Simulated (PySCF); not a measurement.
## A ladder of Hamiltonians for Sc¹⁷⁺ (scandium, charge +17)

Occupied: 1s1/2, 2s1/2. Hartree-Fock calculated with PySCF 2.14 in an even-tempered Gaussian basis (16 s from 1.2 bohr⁻², ratio 2.7; 11 p from 1.4 bohr⁻², ratio 2.7), Gaussian nucleus throughout. NR is non-relativistic, sf-X2C the spin-free one-electron X2C Hamiltonian, X2C adds the bare one-electron spin-orbit term, X2C-SNSO screens it by Boettger's factors, DC is four-component Dirac-Coulomb, and the Gaunt and Breit terms are added at first order (total energies over the DC spinors, levels after relaxing the spinors in that mean field). QED terms are absent. Levels marked empty are virtual spinors of this ion.

```json
{"level (eV)": "1s1/2", "NR": "-5436.2", "sf-X2C": "-5465.1", "X2C": "-5465.1", "X2C-SNSO": "-5465.1"}
{"level (eV)": "2s1/2", "NR": "-1199.4", "sf-X2C": "-1207.5", "X2C": "-1207.5", "X2C-SNSO": "-1207.5"}
{"level (eV)": "2p1/2 (empty)", "NR": "-1088.0", "sf-X2C": "-1090.5", "X2C": "-1094.9", "X2C-SNSO": "-1094.5"}
{"level (eV)": "2p3/2 (empty)", "NR": "-1088.0", "sf-X2C": "-1090.5", "X2C": "-1088.3", "X2C-SNSO": "-1088.5"}
{"level (eV)": "3s1/2 (empty)", "NR": "-475.77", "sf-X2C": "-478.28", "X2C": "-478.28", "X2C-SNSO": "-478.28"}
```

Where do the four-component calculations put these levels?

1s1/2: DC -5466.8, DC+Gaunt -5463.4, DC+Breit -5463.4; 2s1/2: DC -1207.7, DC+Gaunt -1207.3, DC+Breit -1207.3; 2p1/2 (empty): DC -1094.6, DC+Gaunt -1094.0, DC+Breit -1094.1; 2p3/2 (empty): DC -1088.6, DC+Gaunt -1088.2, DC+Breit -1088.3; 3s1/2 (empty): DC -478.32, DC+Gaunt -478.23, DC+Breit -478.24 (eV).

```csv
Hamiltonian,E (hartree),E − E(DC) (hartree),CPU seconds
NR,-519.0623,3.1376,0.27
sf-X2C,-522.1305,0.0694,0.14
X2C,-522.1305,0.0694,0.14
X2C-SNSO,-522.1305,0.0694,0.14
DC,-522.1999,0.0000,2.4
DC+Gaunt,-522.0571,0.1428,4.2
DC+Breit,-522.0596,0.1403,35
```

Weight of the small component: 1s1/2 0.00572, 2s1/2 0.00123, 2p1/2 0.00118, 2p3/2 0.00117, 3s1/2 0.000479.

Koopmans' value for the highest occupied level at DC+Breit: 1207.3 eV, against an ionisation energy of 1213.1 ± 0.4 eV (semi-empirical (NIST evaluation); NIST Atomic Spectra Database, ionization energies); the former lacks relaxation, correlation, QED and recoil.

The whole ladder took 43 s of wall time on 1 thread of Neoverse-N1 (shared host), launched as `OMP_NUM_THREADS=1 python relrun2.py TASK.json OUT` (a driver that calls PySCF for each Hamiltonian).

Dirac-Coulomb iterations, started from the X2C spinors:

```
with_ssss True, with_gaunt False, with_breit False
light speed = 137.03599967994
init E= -521.93821092615
cycle= 1 E= -522.199896729242  delta_E= -0.262  |g|= 0.0836  |ddm|= 0.0122
cycle= 2 E= -522.199898437474  delta_E= -1.71e-06  |g|= 0.000311  |ddm|= 0.000238
cycle= 3 E= -522.199898437627  delta_E= -1.53e-10  |g|= 2.48e-06  |ddm|= 9.72e-06
```
